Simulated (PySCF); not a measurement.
C4H7O2, SMILES [CH2]C(=O)OCC, multiplicity 2. Atoms are numbered in the order given.

```xyz
13

C      2.2195     0.4000    -0.4321
C      0.9555    -0.1627     0.0100
O      0.8145    -0.8965     0.9848
O     -0.0747     0.2257    -0.8039
C     -1.3792    -0.2713    -0.4468
C     -2.0368     0.5881     0.6230
H      2.2696     1.0614    -1.3084
H      3.1243     0.1484     0.1368
H     -1.2806    -1.3203    -0.0981
H     -1.9557    -0.2534    -1.3926
H     -1.4704     0.5272     1.5724
H     -2.0898     1.6480     0.3037
H     -3.0689     0.2311     0.8146
```
Charge 0, spin multiplicity 2.

The structure is a stationary point at PBE-D3(BJ)/def2-SVP. The isomer is the one that the SMILES or the coordinates give; other isomers of the formula were not compared. Other conformers were not sampled.

Computed with PBE-D3(BJ)/def2-SVP (PySCF).

Harmonic, unscaled wavenumbers; measured fundamentals usually lie a few per cent lower.

| mode | ν (cm⁻¹) | IR (km/mol) | moving atoms (share of kinetic energy) |
|---|---|---|---|
| 1 | 83 | 2.5 | C 37 %, O 35 %, H 28 % |
| 2 | 118 | 3.0 | C 49 %, O 29 %, H 22 % |
| 3 | 223 | 3.0 | H 82 %, O 11 % |
| 4 | 298 | 0.4 | H 93 % |
| 5 | 312 | 6.3 | H 50 %, C 30 %, O 20 % |
| 6 | 369 | 5.8 | C 43 %, O 29 %, H 28 % |
| 7 | 446 | 4.5 | O 37 %, C 33 %, H 31 % |
| 8 | 598 | 3.3 | H 54 %, C 34 %, O 12 % |
| 9 | 642 | 3.9 | C 43 %, O 36 %, H 21 % |
| 10 | 734 | 33.6 | C 67 %, H 24 %, O 9 % |
| 11 | 766 | 10.8 | H 73 %, C 21 % |
| 12 | 820 | 6.1 | H 46 %, O 35 %, C 18 % |
| 13 | 926 | 11.3 | H 44 %, C 35 %, O 21 % |
| 14 | 970 | 1.5 | H 47 %, C 31 %, O 22 % |
| 15 | 1058 | 76.5 | C 55 %, O 28 %, H 17 % |
| 16 | 1084 | 44.4 | C 51 %, H 40 %, O 9 % |
| 17 | 1142 | 18.0 | H 51 %, C 39 %, O 10 % |
| 18 | 1231 | 206.2 | C 62 %, H 32 % |
| 19 | 1282 | 12.4 | H 89 % |
| 20 | 1324 | 3.2 | H 79 %, C 20 % |
| 21 | 1357 | 15.9 | H 76 %, C 22 % |
| 22 | 1390 | 35.0 | H 66 %, C 32 % |
| 23 | 1405 | 14.2 | H 93 % |
| 24 | 1407 | 14.5 | H 90 %, C 9 % |
| 25 | 1432 | 7.5 | H 94 % |
| 26 | 1678 | 125.9 | C 64 %, O 34 % |
| 27 | 2981 | 13.2 | H 97 % |
| 28 | 2992 | 27.6 | H 95 % |
| 29 | 3055 | 6.8 | H 90 %, C 10 % |
| 30 | 3073 | 14.7 | H 91 %, C 9 % |
| 31 | 3088 | 12.2 | H 90 %, C 10 % |
| 32 | 3102 | 0.3 | H 95 % |
| 33 | 3235 | 0.2 | H 89 %, C 11 % |
